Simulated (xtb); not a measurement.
xtb input (GFN2-xTB):

```bash
xtb mol.xyz --gfn 2 --ohess tight --chrg 1 --uhf 0
```
mol.xyz:
```
12

Si    -0.01759900    -0.18062582     0.57393292
N     -0.33848012     1.23740069    -0.46279072
N     -0.94338656    -1.59307324     0.02707986
N      1.69528316    -0.52849964     0.57078520
H     -0.40637945     0.15887041     1.93119438
H     -1.40212270     1.34725001    -0.45714938
H     -0.09939975     0.98770903    -1.44306136
H     -0.69739692    -1.72890887    -1.03552937
H     -1.94845656    -1.29516373     0.00768210
H      2.24193617     0.30058634     0.83347577
H      1.96140203    -0.67045627    -0.45432058
H      0.13672204     2.08590402    -0.14770734
```

Output:

```
           -------------------------------------------------
          |                Calculation Setup                |
           -------------------------------------------------

           -------------------------------------------------
          |                 G F N 2 - x T B                 |
           -------------------------------------------------

        Reference                      10.1021/acs.jctc.8b01176
      * Hamiltonian:
        H0-scaling (s, p, d)           1.850000    2.230000    2.230000
        zeta-weighting                 0.500000
      * Dispersion:
        s8                             2.700000
        a1                             0.520000
        a2                             5.000000
        s9                             5.000000
      * Repulsion:
        kExp                           1.500000    1.000000
        rExp                           1.000000
      * Coulomb:
        alpha                          2.000000
        third order                    shell-resolved
        anisotropic                    true
        a3                             3.000000
        a5                             4.000000
        cn-shift                       1.200000
        cn-exp                         4.000000
        max-rad                        5.000000

          ...................................................
          :                      SETUP                      :
          :.................................................:
          :  # basis functions                  30          :
          :  # atomic orbitals                  29          :
          :  # shells                           17          :
          :  # electrons                        26          :
          :  max. iterations                   250          :
          :  Hamiltonian                  GFN2-xTB          :
          :  restarted?                      false          :
          :  GBSA solvation                  false          :
          :  PC potential                    false          :
          :  electronic temp.          300.0000000     K    :
          :  accuracy                    1.0000000          :
          :  -> integral cutoff          0.2500000E+02      :
          :  -> integral neglect         0.1000000E-07      :
          :  -> SCF convergence          0.1000000E-05 Eh   :
          :  -> wf. convergence          0.1000000E-03 e    :
          :  Broyden damping             0.4000000          :
          :  net charge                          1          :
          :  unpaired electrons                  0          :
          ...................................................

 iter      E             dE          RMSdq      gap      omega  full diag
   1    -14.2201420 -0.142201E+02  0.441E+00    7.07       0.0  T
   2    -14.2915192 -0.713771E-01  0.382E+00    6.28       1.0  T
   3    -14.2940267 -0.250752E-02  0.302E+00    6.39       1.0  T
   4    -14.2916089  0.241777E-02  0.138E+00    6.10       1.0  T
   5    -14.2958749 -0.426601E-02  0.656E-01    6.44       1.0  T
   6    -14.2961811 -0.306147E-03  0.215E-01    6.37       1.0  T
[...]
   Z      Z             #   av. dist./Å        max./Å        min./Å
   1 H    7 N           7     1.0128744     1.0203291     1.0078997
   1 H   14 Si          1     1.4515138     1.4515138     1.4515138
   7 N   14 Si          2     1.6990527     1.6990666     1.6990389

           -------------------------------------------------
          |               Frequency Printout                |
           -------------------------------------------------
 projected vibrational frequencies (cm⁻¹)
eigval :       -0.00    -0.00    -0.00     0.00     0.00     0.00
eigval :      -67.43    88.00   183.50   197.47   218.97   255.23
eigval :      420.30   518.06   592.53   614.92   662.99   669.89
eigval :      718.05   776.82   800.39   930.12  1020.36  1316.80
eigval :     1464.77  1466.76  1481.17  1492.14  2359.24  3353.78
eigval :     3380.49  3381.06  3461.91  3466.16  3487.51  3490.28
 reduced masses (amu)
   1: 12.07   2: 17.24   3: 13.01   4: 16.36   5: 14.60   6: 13.89   7:  2.25   8:  1.45
   9:  3.07  10: 11.42  11: 12.17  12: 15.10  13: 15.99  14:  3.63  15:  4.49  16:  1.55
  17:  2.88  18:  2.82  19:  2.71  20:  3.21  21:  4.43  22: 15.53  23: 18.51  24:  2.98
  25:  1.76  26:  1.75  27:  2.62  28:  2.41  29:  1.91  30:  1.82  31:  2.07  32:  1.49
  33:  1.57  34:  1.61  35:  2.10  36:  2.05
 IR intensities (km·mol⁻¹)
   1:  9.10   2:  8.68   3:  2.51   4:  9.63   5: 11.66   6:  2.82   7: 14.27   8:  1.28
   9: 26.15  10:  0.19  11:  8.90  12: 16.11  13: 28.49  14:  2.81  15:409.73  16: 38.68
  17:138.29  18: 75.84  19: 78.61  20: 92.13  21: 95.21  22:166.99  23:216.55  24:270.35
  25: 69.01  26: 73.70  27:153.63  28: 46.11  29:170.94  30: 49.99  31: 35.70  32: 45.60
  33: 73.51  34: 18.13  35: 11.29  36: 39.87
 Raman intensities (Ä⁴*amu⁻¹)
   1:  0.00   2:  0.00   3:  0.00   4:  0.00   5:  0.00   6:  0.00   7:  0.00   8:  0.00
   9:  0.00  10:  0.00  11:  0.00  12:  0.00  13:  0.00  14:  0.00  15:  0.00  16:  0.00
  17:  0.00  18:  0.00  19:  0.00  20:  0.00  21:  0.00  22:  0.00  23:  0.00  24:  0.00
  25:  0.00  26:  0.00  27:  0.00  28:  0.00  29:  0.00  30:  0.00  31:  0.00  32:  0.00
  33:  0.00  34:  0.00  35:  0.00  36:  0.00
 output can be read by thermo (or use thermo option).
 writing <g98.out> molden fake output.
 recommended (thermochemical) frequency scaling factor: 1.0
Molecule has the following symmetry elements: (sigma)
It seems to be the Cs point group
           -------------------------------------------------
          |             Thermodynamic Functions             |
           -------------------------------------------------

cs  symmetry found (for desy threshold:  0.10E+00) used in thermo

          ...................................................
          :                      SETUP                      :
          :.................................................:
          :  # frequencies                          29      :
          :  # imaginary freq.                       1      :
          :  linear?                             false      :
          :  only rotor calc.                    false      :
          :  symmetry                               cs      :
          :  rotational number                       1      :
          :  scaling factor                  1.0000000      :
          :  rotor cutoff                   50.0000000 cm⁻¹ :
          :  imag. cutoff                  -20.0000000 cm⁻¹ :
          :.................................................:

    mode    ω/cm⁻¹     T·S(HO)/kcal·mol⁻¹    T·S(FR)/kcal·mol⁻¹   T·S(vib)
   ------------------------------------------------------------------------
       1     88.00    -1.10436 ( 90.56%)    -0.88854 (  9.44%)    -1.08399
       2    183.50    -0.68350 ( 99.45%)    -0.67112 (  0.55%)    -0.68344
       3    197.47    -0.64297 ( 99.59%)    -0.64940 (  0.41%)    -0.64299
       4    218.97    -0.58665 ( 99.73%)    -0.61882 (  0.27%)    -0.58673
       5    255.23    -0.50512 ( 99.85%)    -0.57345 (  0.15%)    -0.50522
   ------------------------------------------------------------------------

   temp. (K)  partition function   enthalpy   heat capacity  entropy
                                   cal/mol     cal/K/mol   cal/K/mol   J/K/mol
 298.15  VIB   29.2                 2745.569     19.021     15.845
         ROT  0.797E+05              888.752      2.981     25.408
         INT  0.232E+07             3634.321     22.002     41.253
         TR   0.669E+27             1481.254      4.968     38.966
         TOT                        5115.5754    26.9697    80.2189   335.6361

       T/K    H(0)-H(T)+PV         H(T)/Eh          T*S/Eh         G(T)/Eh
   ------------------------------------------------------------------------
    298.15    0.815219E-02    0.104450E+00    0.381146E-01    0.663350E-01
   ------------------------------------------------------------------------

         :::::::::::::::::::::::::::::::::::::::::::::::::::::
         ::                  THERMODYNAMIC                  ::
         :::::::::::::::::::::::::::::::::::::::::::::::::::::
         :: total free energy         -14.146604647204 Eh   ::
         ::.................................................::
         :: total energy              -14.212939613409 Eh   ::
         :: zero point energy           0.096297386500 Eh   ::
         :: G(RRHO) w/o ZPVE           -0.029962420295 Eh   ::
         :: G(RRHO) contrib.            0.066334966205 Eh   ::
         :::::::::::::::::::::::::::::::::::::::::::::::::::::
imag cut-off (cm-1) :    5.00
 found            1  significant imaginary frequency
 writing imag mode distorted coords to xtbhess.xyz
 for further optimization.

optimized geometry written to: xtbopt.xyz

           -------------------------------------------------
          | TOTAL ENERGY              -14.212939613409 Eh   |
          | TOTAL ENTHALPY            -14.108490038579 Eh   |
          | TOTAL FREE ENERGY         -14.146604647204 Eh   |
          | GRADIENT NORM               0.000588145090 Eh/α |
          | HOMO-LUMO GAP               5.898923866541 eV   |
           -------------------------------------------------

------------------------------------------------------------------------
------------------------------------------------------------------------
 total:
 SCF:
Note: The following floating-point exceptions are signalling: IEEE_UNDERFLOW_FLAG IEEE_DENORMAL
normal termination of xtb
 ANC optimizer:
 analytical hessian:
```

It need not be the lowest isomer of its formula.
